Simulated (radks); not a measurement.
P5+, 10 electrons, occupied as [Ne].

All-electron calculation, Dirac Kohn-Sham, LDA (Slater exchange, Perdew-Wang correlation), spin-unpolarised, spherical densities, point nucleus. Program: a radial shooting solver on a logarithmic mesh with Libxc functionals.

Energy parts (eV):
total: -9097.267
kinetic: 9125.865
electron-nucleus: -20945.387
Hartree: 3268.558
exchange-correlation: -546.303

Orbitals (lengths in bohr, moments of r in powers of bohr; r(90%) holds 90 % of the orbital's charge):
orbital  occ.  eigenvalue (eV)    <r^2>  r(90%)
1s1/2       2        -2154.729  0.01452   0.186
2s1/2       2        -248.2135   0.3180   0.811
2p1/2       2        -200.4838   0.2847   0.796
2p3/2       4        -199.5465   0.2870   0.800

The highest occupied level is 2p3/2 at -199.55 eV. For comparison, the ionisation energy in NIST's Atomic Spectra Database is 220.43 eV (semi-empirical). In exact Kohn-Sham theory the highest level is minus the ionisation energy, but local and semilocal functionals leave it too shallow, through self-interaction and a potential that decays too fast; potentials with the right tail come closer. Summed over all electrons, <r^2> = 2.383 bohr^2, which gives a Langevin (diamagnetic) susceptibility term of -1.89 x 10^-6 cm^3/mol. The density falls to 0.001 e/bohr^3 at r = 1.64 bohr.
